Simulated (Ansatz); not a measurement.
Ti₆O₂₂H₂₀. The state is a singlet with charge 0. Geometry PBE-D4/def2-SVP.

Cartesian coordinates in Å:
```
Ti -1.757 1.548 1.219
Ti 1.003 -1.763 -1.514
Ti -1.143 1.080 -2.114
Ti -1.979 -1.737 -0.031
Ti 2.178 1.766 -0.792
Ti 0.802 -0.508 1.847
O -3.452 -2.574 -0.677
O -0.745 -2.690 -1.254
O -1.844 -2.511 1.542
O -2.951 -0.054 0.684
O 1.430 -2.683 -3.020
O -1.918 2.031 -3.426
O -0.008 -0.361 -2.768
O -1.540 1.918 -0.574
O -2.377 -0.356 -1.765
O 2.062 -2.583 -0.392
O -0.067 -0.692 0.209
O 2.422 -1.644 1.882
O 0.225 -2.018 2.857
O -1.096 0.186 2.534
O -3.122 2.496 1.907
O 1.293 0.895 3.118
O 2.265 -0.141 -1.579
O 0.724 2.021 -2.164
O 3.790 2.327 -1.344
O 2.322 0.743 0.874
O -0.261 2.480 1.780
O 1.528 3.149 0.095
H -3.733 -2.290 -1.569
H -1.108 -3.157 -2.027
H -1.011 -2.502 2.160
H -3.664 -0.272 1.314
H 2.055 -3.423 -2.897
H -1.934 1.716 -4.349
H 0.772 0.061 -3.188
H -3.108 0.069 -1.255
H 2.291 -2.321 0.601
H 3.148 -1.024 1.663
H 0.980 -2.633 2.954
H -1.678 -0.604 2.534
H -2.965 3.256 2.496
H 0.817 0.736 3.957
H 3.118 -0.501 -1.262
H 0.487 2.967 -2.069
H 4.167 3.188 -1.082
H 2.479 1.318 1.657
H 0.350 2.030 2.460
H 0.752 3.065 0.770
```

The 6-31G sets use Cartesian d functions. Single mean-field runs in def2-SVP are fitted with def2-universal-jkfit.

Task: Estimate the orbital energies around the gap (eV) in Ansatz with HF/6-31G, LDA (SPW92)/def2-SVP, PBE-D4/def2-SVP, BLYP-D4/def2-SVP, PBE0-D4/def2-SVP.

Result: 
```json
{"orbital": "HOMO−5", "HF/6-31G": "-13.40", "LDA (SPW92)/def2-SVP": "-7.08", "PBE-D4/def2-SVP": "-6.90", "BLYP-D4/def2-SVP": "-6.74", "PBE0-D4/def2-SVP": "-8.66"}
{"orbital": "HOMO−4", "HF/6-31G": "-13.33", "LDA (SPW92)/def2-SVP": "-7.00", "PBE-D4/def2-SVP": "-6.83", "BLYP-D4/def2-SVP": "-6.67", "PBE0-D4/def2-SVP": "-8.61"}
{"orbital": "HOMO−3", "HF/6-31G": "-13.21", "LDA (SPW92)/def2-SVP": "-6.97", "PBE-D4/def2-SVP": "-6.79", "BLYP-D4/def2-SVP": "-6.63", "PBE0-D4/def2-SVP": "-8.53"}
{"orbital": "HOMO−2", "HF/6-31G": "-13.14", "LDA (SPW92)/def2-SVP": "-6.89", "PBE-D4/def2-SVP": "-6.71", "BLYP-D4/def2-SVP": "-6.55", "PBE0-D4/def2-SVP": "-8.45"}
{"orbital": "HOMO−1", "HF/6-31G": "-13.10", "LDA (SPW92)/def2-SVP": "-6.79", "PBE-D4/def2-SVP": "-6.62", "BLYP-D4/def2-SVP": "-6.46", "PBE0-D4/def2-SVP": "-8.38"}
{"orbital": "HOMO", "HF/6-31G": "-12.87", "LDA (SPW92)/def2-SVP": "-6.72", "PBE-D4/def2-SVP": "-6.52", "BLYP-D4/def2-SVP": "-6.36", "PBE0-D4/def2-SVP": "-8.26"}
{"orbital": "LUMO", "HF/6-31G": "1.07", "LDA (SPW92)/def2-SVP": "-3.35", "PBE-D4/def2-SVP": "-3.13", "BLYP-D4/def2-SVP": "-2.99", "PBE0-D4/def2-SVP": "-2.42"}
{"orbital": "LUMO+1", "HF/6-31G": "1.21", "LDA (SPW92)/def2-SVP": "-3.20", "PBE-D4/def2-SVP": "-2.97", "BLYP-D4/def2-SVP": "-2.84", "PBE0-D4/def2-SVP": "-2.25"}
{"orbital": "LUMO+2", "HF/6-31G": "1.34", "LDA (SPW92)/def2-SVP": "-3.10", "PBE-D4/def2-SVP": "-2.88", "BLYP-D4/def2-SVP": "-2.76", "PBE0-D4/def2-SVP": "-2.15"}
{"orbital": "LUMO+3", "HF/6-31G": "1.43", "LDA (SPW92)/def2-SVP": "-2.93", "PBE-D4/def2-SVP": "-2.74", "BLYP-D4/def2-SVP": "-2.61", "PBE0-D4/def2-SVP": "-1.99"}
{"orbital": "LUMO+4", "HF/6-31G": "1.45", "LDA (SPW92)/def2-SVP": "-2.92", "PBE-D4/def2-SVP": "-2.73", "BLYP-D4/def2-SVP": "-2.60", "PBE0-D4/def2-SVP": "-1.98"}
{"orbital": "LUMO+5", "HF/6-31G": "1.53", "LDA (SPW92)/def2-SVP": "-2.83", "PBE-D4/def2-SVP": "-2.64", "BLYP-D4/def2-SVP": "-2.51", "PBE0-D4/def2-SVP": "-1.91"}
```
